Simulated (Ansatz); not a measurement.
Calculated with Ansatz (gas phase, PBE0-D4/def2-TZVP geometries, no zero-point term in ΔE). CCSD(T)/CBS adds triple-zeta CCSD(T) − MP2 to the extrapolated MP2 energy (def2 sets, frozen cores). This one scheme is used for every species. DFT in def2-TZVPP. Each species was taken in one conformer, which may not be the lowest.

`CCCC(O)CO` + H₂ → `CC(O)CO` + ethane  (hydrogenolysis of a C–C bond)

```json
{"level": "PBE-D4", "ΔE (kJ/mol)": "-63.0", "difference from CCSD(T)/CBS": "0.0"}
{"level": "BLYP-D4", "ΔE (kJ/mol)": "-64.7", "difference from CCSD(T)/CBS": "-1.7"}
{"level": "B97M-V", "ΔE (kJ/mol)": "-70.2", "difference from CCSD(T)/CBS": "-7.2"}
{"level": "BHLYP-D4", "ΔE (kJ/mol)": "-72.9", "difference from CCSD(T)/CBS": "-9.9"}
{"level": "CAM-B3LYP-D4", "ΔE (kJ/mol)": "-69.9", "difference from CCSD(T)/CBS": "-6.9"}
{"level": "ωB97M-V", "ΔE (kJ/mol)": "-64.4", "difference from CCSD(T)/CBS": "-1.4"}
{"level": "PBE-QIDH", "ΔE (kJ/mol)": "-68.0", "difference from CCSD(T)/CBS": "-5.0"}
{"level": "r2SCANh", "ΔE (kJ/mol)": "-69.3", "difference from CCSD(T)/CBS": "-6.3"}
{"level": "LC-ωPBE", "ΔE (kJ/mol)": "-73.8", "difference from CCSD(T)/CBS": "-10.8"}
{"level": "HF/def2-SVP", "ΔE (kJ/mol)": "-91.7", "difference from CCSD(T)/CBS": "-28.7"}
{"level": "CCSD(T)/def2-SVP", "ΔE (kJ/mol)": "-60.9", "difference from CCSD(T)/CBS": "2.1"}
{"level": "MP2/def2-TZVPP", "ΔE (kJ/mol)": "-59.3", "difference from CCSD(T)/CBS": "3.7"}
{"level": "CCSD(T)/def2-TZVPP", "ΔE (kJ/mol)": "-63.0", "difference from CCSD(T)/CBS": "0.0"}
{"level": "HF/CBS(def2)", "ΔE (kJ/mol)": "-93.2", "difference from CCSD(T)/CBS": "-30.2"}
{"level": "MP2/CBS(def2)", "ΔE (kJ/mol)": "-59.3", "difference from CCSD(T)/CBS": "3.7"}
{"level": "CCSD/CBS(def2)", "ΔE (kJ/mol)": "-68.6", "difference from CCSD(T)/CBS": "-5.6"}
{"level": "CCSD(T)/CBS", "ΔE (kJ/mol)": "-63.0", "difference from CCSD(T)/CBS": "0"}
```

Largest T1 diagnostic among the species: 0.010.

The D4 term adds +14.1 kJ/mol with B3LYP and +8.2 kJ/mol with PBE0; it sums over pairs of atoms, weighted by their polarisabilities, and B3LYP, whose exchange is more repulsive, gets the larger term. Leaving LDA and LC-ωPBE aside and taking each functional with its dispersion term where it has one, the values, not all of them listed here, spread over 17.9 kJ/mol, from B2PLYP to revPBE-D4. LDA lies +15.3 kJ/mol from PBE without D4.

B3LYP here is the variant with VWN-RPA as its local correlation; programs differ in this.

CCSD(T)/CBS has its own doubt, a few kJ/mol and more with outer-core shells, so smaller differences from it don't rank the levels.
